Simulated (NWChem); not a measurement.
System: C3H3O3, doublet; SMILES O=C1O[CH]CO1

Here is an NWChem input.

```
start job
memory heap 200 mb stack 900 mb global 1100 mb
geometry units angstroms
  O      1.891147    -0.278689     0.263887
  C      0.729069    -0.106319     0.101721
  O      0.163721     1.086212    -0.214001
  C     -1.174037     0.919904    -0.363195
  C     -1.499820    -0.495604    -0.045999
  O     -0.222455    -1.054093     0.203760
  H     -1.800971     1.783852    -0.328669
  H     -2.138030    -0.620583     0.844134
  H     -1.973287    -1.038455    -0.877812
end
basis spherical
  * library def2-svp
end
dft
  odft
  mult 2
  xc pbe0
  iterations 150
end
driver
  maxiter 120
end
task dft optimize
```

Parts of the log:

```
             Northwest Computational Chemistry Package (NWChem) 7.3.0
             --------------------------------------------------------

 C1  symmetry detected

                             Geometry "geometry" -> ""
                             -------------------------

 Output coordinates in angstroms (scale by  1.889725989 to convert to a.u.)

  No.       Tag          Charge          X              Y              Z
 ---- ---------------- ---------- -------------- -------------- --------------
    1 O                    8.0000    -0.03828154    -1.99371835    -0.00098694
    2 C                    6.0000    -0.00911778    -0.80814560    -0.00209837
    3 O                    8.0000     1.12653484    -0.06536818    -0.00016509
    4 C                    6.0000     0.79900209     1.25012503    -0.04156051
    5 C                    6.0000    -0.68323045     1.35676818     0.00343634
    6 O                    8.0000    -1.08714351    -0.00071476    -0.00328479
    7 H                    1.0000     1.53898974     1.96758097     0.23829603
    8 H                    1.0000    -1.07017611     1.85277215     0.90871068
    9 H                    1.0000    -1.11761514     1.86557160    -0.87017690

 Effective nuclear repulsion energy (a.u.)     238.1745294439

                                Z-matrix (autoz)
                                --------

 Units are Angstrom for bonds and degrees for angles

      Type          Name      I     J     K     L     M      Value
      ----------- --------  ----- ----- ----- ----- ----- ----------
    1 Stretch                  1     2                       1.18593
    2 Stretch                  2     3                       1.35699
    3 Stretch                  2     6                       1.34688
    4 Stretch                  3     4                       1.35629
    5 Stretch                  4     5                       1.48675
    6 Stretch                  4     7                       1.06801
    7 Stretch                  5     6                       1.41632
    8 Stretch                  5     8                       1.10239
    9 Stretch                  5     9                       1.10035
   10 Bend                     1     2     3               124.59580
   11 Bend                     1     2     6               125.42375
   12 Bend                     2     3     4               109.19359
   13 Bend                     2     6     5               110.26221
   14 Bend                     3     2     6               109.98036
   15 Bend                     3     4     5               108.02352
   16 Bend                     3     4     7               118.44043
   17 Bend                     4     5     6               102.44057
   18 Bend                     4     5     8               114.02073
   19 Bend                     4     5     9               113.74771
   20 Bend                     5     4     7               129.39381
   21 Bend                     6     5     8               109.57494
   22 Bend                     6     5     9               109.07728
   23 Bend                     8     5     9               107.77986
   24 Torsion                  1     2     3     4         178.24112
   25 Torsion                  1     2     6     5         179.66154
   26 Torsion                  2     3     4     5           3.08989
   27 Torsion                  2     3     4     7         162.35417
   28 Torsion                  2     6     5     4           1.99026
   29 Torsion                  2     6     5     8        -119.40044
   30 Torsion                  2     6     5     9         122.83093
   31 Torsion                  3     2     6     5          -0.23996
   32 Torsion                  3     4     5     6          -3.06630
   33 Torsion                  3     4     5     8         115.22413
   34 Torsion                  3     4     5     9        -120.62921
   35 Torsion                  4     3     2     6          -1.85639
   36 Torsion                  6     5     4     7        -159.30949
   37 Torsion                  7     4     5     8         -41.01905
   38 Torsion                  7     4     5     9          83.12760

                           NWChem Geometry Optimization
                           ----------------------------

 maximum gradient threshold         (gmax) =   0.000450
 rms gradient threshold             (grms) =   0.000300
 maximum cartesian step threshold   (xmax) =   0.001800
 rms cartesian step threshold       (xrms) =   0.001200
 fixed trust radius                (trust) =   0.300000
 source of zmatrix                         =   autoz

          -------------------
          Energy Minimization
          -------------------

 Using diagonal initial Hessian
 Scaling for Hessian diagonals: bonds = 1.00  angles = 0.25  torsions = 0.10

          --------
          Step   0

[...]

      ----------------------
      Optimization converged
      ----------------------

  Step       Energy      Delta E   Gmax     Grms     Xrms     Xmax
  ---- ---------------- -------- -------- -------- -------- --------
@   12    -341.12039935 -2.8D-07  0.00006  0.00002  0.00028  0.00071
                                     ok       ok       ok       ok

                                Z-matrix (autoz)
                                --------

 Units are Angstrom for bonds and degrees for angles

      Type          Name      I     J     K     L     M      Value     Gradient
      ----------- --------  ----- ----- ----- ----- ----- ---------- ----------
    1 Stretch                  1     2                       1.18265    0.00006
    2 Stretch                  2     3                       1.36674   -0.00003
    3 Stretch                  2     6                       1.34267   -0.00003
    4 Stretch                  3     4                       1.36119    0.00000
    5 Stretch                  4     5                       1.49093   -0.00003
    6 Stretch                  4     7                       1.08899    0.00001
    7 Stretch                  5     6                       1.41789    0.00000
    8 Stretch                  5     8                       1.10774   -0.00000
    9 Stretch                  5     9                       1.10416    0.00000
   10 Bend                     1     2     3               124.59400   -0.00001
   11 Bend                     1     2     6               126.18455   -0.00001
   12 Bend                     2     3     4               109.51808   -0.00000
   13 Bend                     2     6     5               110.92119   -0.00000
   14 Bend                     3     2     6               109.22144    0.00001
   15 Bend                     3     4     5               107.38268   -0.00000
   16 Bend                     3     4     7               116.57887   -0.00000
   17 Bend                     4     5     6               102.25718   -0.00000
   18 Bend                     4     5     8               113.98474    0.00001
   19 Bend                     4     5     9               114.09277    0.00001
   20 Bend                     5     4     7               128.12298    0.00000
   21 Bend                     6     5     8               109.33034   -0.00000
   22 Bend                     6     5     9               109.30313   -0.00001
   23 Bend                     8     5     9               107.66541   -0.00001
   24 Torsion                  1     2     3     4         176.26256    0.00001
   25 Torsion                  1     2     6     5         177.99340   -0.00000
   26 Torsion                  2     3     4     5           7.62457   -0.00001
   27 Torsion                  2     3     4     7         159.26167   -0.00002
   28 Torsion                  2     6     5     4           6.23506   -0.00000
   29 Torsion                  2     6     5     8        -114.89863   -0.00001
   30 Torsion                  2     6     5     9         127.48114    0.00000
   31 Torsion                  3     2     6     5          -1.98550   -0.00000
   32 Torsion                  3     4     5     6          -8.29584    0.00001
   33 Torsion                  3     4     5     8         109.57021    0.00001
   34 Torsion                  3     4     5     9        -126.18139    0.00001
   35 Torsion                  4     3     2     6          -3.75813    0.00001
   36 Torsion                  6     5     4     7        -155.60881    0.00002
   37 Torsion                  7     4     5     8         -37.74276    0.00002
   38 Torsion                  7     4     5     9          86.50564    0.00002

                         Geometry "geometry" -> "geometry"
                         ---------------------------------

 Output coordinates in angstroms (scale by  1.889725989 to convert to a.u.)

  No.       Tag          Charge          X              Y              Z
 ---- ---------------- ---------- -------------- -------------- --------------
    1 O                    8.0000    -0.03907580    -1.99822087     0.02430137
    2 C                    6.0000    -0.01498549    -0.81599652     0.00387883
    3 O                    8.0000     1.12508640    -0.06256714     0.02746263
    4 C                    6.0000     0.80229883     1.25453427    -0.09035402
    5 C                    6.0000    -0.68286519     1.35806021    -0.01014552
    6 O                    8.0000    -1.08174761    -0.00212578    -0.04497514
    7 H                    1.0000     1.54582266     1.97122397     0.25524377
    8 H                    1.0000    -1.05191256     1.82459079     0.92432555
    9 H                    1.0000    -1.14365911     1.89537210    -0.85756702

 Effective nuclear repulsion energy (a.u.)     237.7744894639

                Final and change from initial internal coordinates
                --------------------------------------------------

                                Z-matrix (autoz)
                                --------

 Units are Angstrom for bonds and degrees for angles

[...]
```

Level: PBE0/def2-SVP, spin-unrestricted. Not confirmed as a minimum by frequencies.
